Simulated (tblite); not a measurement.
Species: C7H15FSi.
Geometry (GFN2-xTB, Å), atoms numbered from 1 in this order:
```
atom  x, y, z in Å
C1    -2.903   -1.070    0.030
C2    -1.829   -0.375   -0.810
C3    -0.567   -0.157   -0.016
C4     0.453   -1.005   -0.106
C5     1.763   -0.938    0.596
Si6    3.180   -0.516   -0.615
C7    -0.569    1.056    0.876
C8     0.063    2.249    0.165
F9     0.039    3.359    0.978
H10   -2.548   -2.044    0.357
H11   -3.812   -1.207   -0.551
H12   -3.144   -0.481    0.912
H13   -1.614   -0.991   -1.686
H14   -2.213    0.586   -1.159
H15    0.354   -1.849   -0.778
H16    1.740   -0.209    1.406
H17    1.977   -1.911    1.043
H18    2.901    0.764   -1.270
H19    3.275   -1.566   -1.629
H20    4.430   -0.434    0.142
H21   -0.017    0.869    1.799
H22   -1.594    1.319    1.146
H23    1.112    2.058   -0.080
H24   -0.488    2.513   -0.743
```

All values are computed: GFN2-xTB (tblite) harmonic vibrations without scaling, gas phase. This tight-binding method is rough: wavenumbers can miss measured ones by several per cent, in bad cases by 10 to 20. Modes of hydrogen on silicon can be 10 to 20 % off. One conformer, not necessarily the lowest.

Harmonic wavenumbers (cm⁻¹): 50.6, 60.8, 66.9, 85.5, 92.1, 102.7, 143.6, 201.7, 240.1, 271.8, 335.8, 371.3, 428.2, 482.0, 510.5, 553.4, 616.8, 735.6, 769.2, 787.7, 788.8, 795.0, 801.9, 825.9, 850.7, 883.5, 995.8, 1023.4, 1039.4, 1051.7, 1066.7, 1080.5, 1115.6, 1146.2, 1175.8, 1201.5, 1222.9, 1243.7, 1254.8, 1273.9, 1321.5, 1335.1, 1354.7, 1410.3, 1452.9, 1463.7, 1482.9, 1495.9, 1500.0, 1505.6, 1726.8, 2257.2, 2266.7, 2268.8, 2941.7, 2955.4, 2956.7, 2965.5, 2981.2, 2984.5, 2993.2, 3000.6, 3031.3, 3034.8, 3040.4, 3044.1.

A = 1243, B = 836.7, C = 548.3 MHz; mass 146.093 u (most abundant isotopes); point group C1, symmetry number 1.

Problem. Zero-point energy?

Solution. ½Σν̃ = 43258 cm⁻¹ = 123.68 kcal/mol.

Problem. Give the ideal-gas entropy at 200 K and 1 bar in the rigid-rotor, harmonic-oscillator model (classical rotation).

Solution. Translation 38.89, rotation 29.52, vibration 27.97: S = 96.4 cal/(mol K).

Problem. And Cp and H(200 K) − H(0)?

Solution. Cp = 34.55 cal/(mol K), of which vibrations give 26.60 (their classical limit is 66 R = 131.2); H(200 K) − H(0) = 4.51 kcal/mol without the zero-point energy, 2.92 from vibrations.

Problem. How do the functions run with temperature in this model?

Solution. 
| T (K) | S (cal/(mol K)) | Cp (cal/(mol K)) | H − H(0) (kcal/mol) | G − H(0) (kcal/mol) | ln q(vib) |
| --- | --- | --- | --- | --- | --- |
| 50 | 62.7 | 16.9 | 0.58 | -2.56 | 0.85 |
| 100 | 76.7 | 23.6 | 1.61 | -6.06 | 2.86 |
| 298.15 | 112.4 | 46.6 | 8.48 | -25.03 | 10.21 |
| 373.15 | 123.9 | 56.0 | 12.34 | -33.89 | 12.78 |
| 500 | 142.3 | 70.1 | 20.37 | -50.78 | 17.02 |
| 750 | 174.8 | 90.3 | 40.59 | -90.53 | 25.03 |
| 1000 | 202.7 | 103.6 | 64.93 | -137.81 | 32.49 |

q(vib) and H(0) count from the zero-point level.

Problem. What must be added to the electronic energy to get the Gibbs energy at 200 K and 1 bar?

Solution. ZPE + [H(200 K) − H(0)] − T·S = 123.68 + 4.51 − 19.28 = 108.91 kcal/mol.

Hindered rotation and anharmonicity are outside this model. Other conformers, if any are populated, would add a mixing term that is left out. The structure is chiral; the term R ln 2 for an equal mix with its mirror image is left out.
